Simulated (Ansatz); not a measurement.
Harmonic frequencies (cm⁻¹) at PBE0-D4/def2-TZVP from Ansatz: 107, 244, 407, 451, 648, 686, 711, 720, 1949, 1949, 1968, 2443.

Q: Which molecule is it?
A. `[F][Sn]([F])([I])[I]`
B. `[F][SnH2][I]`
C. `N#[C][Sn]([F])([F])[F]`
D. `[SeH][SnH3]`

A: D.
